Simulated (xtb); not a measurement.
CH₆GaNO₂, SMILES C[NH][Ga]([OH])[OH]. All values are semi-empirical tight-binding results from xtb (GFN2-xTB unless named), good for trends rather than for accurate numbers. The structure is a stationary point at GFN2-xTB. Other conformers were not sampled.

For metal compounds this method's bond lengths and energies can be far off.

Computed properties:
The orbital gap comes out as 3.03 eV and the zero-point energy is 47.4 kcal/mol. The G − E(el) at 298.15 K (modified RRHO) is 26.5 kcal/mol.
